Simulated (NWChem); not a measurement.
System: boron oxyfluoride (BOF); SMILES O=BF

NWChem input:

```
start job
memory heap 200 mb stack 700 mb global 900 mb
geometry units angstroms noautosym nocenter noautoz
  F      0.000000     0.000000    -1.208022
  B      0.000000     0.000000     0.086221
  O      0.000000     0.000000     1.305167
end
basis spherical
  F library 6-31+g*
  B library 6-31+g*
  O library 6-31+g*
end
dft
  xc xcamb88 1.00 lyp 0.81 vwn_5 0.19 hfexch 1.00
  cam 0.33 cam_alpha 0.19 cam_beta 0.46
  iterations 150
end
tddft
  cis
  nroots 6
  notriplet
end
task tddft energy
```

Structure relaxed at the PBE-D3(BJ)/def2-SVP level.

Vertical excitations in the gas phase.

Problem. What results follow from this input? (CAM-B3LYP/6-31+G* (spherical d), TDA.) Quantities: basis functions; lowest excitation, singlet (eV); oscillator strength of that lowest state; lowest state with f > 0.02, singlet (eV); oscillator strength of that bright state; orbital gap (eV).

Solution. 
```
Item                                      Result
----------------------------------------  ------
number of basis functions                     54
lowest excitation, singlet (eV)             7.86
oscillator strength of that lowest state   0.059
lowest state with f > 0.02, singlet (eV)    7.86
oscillator strength of that bright state   0.059
orbital gap (eV)                           11.55
```
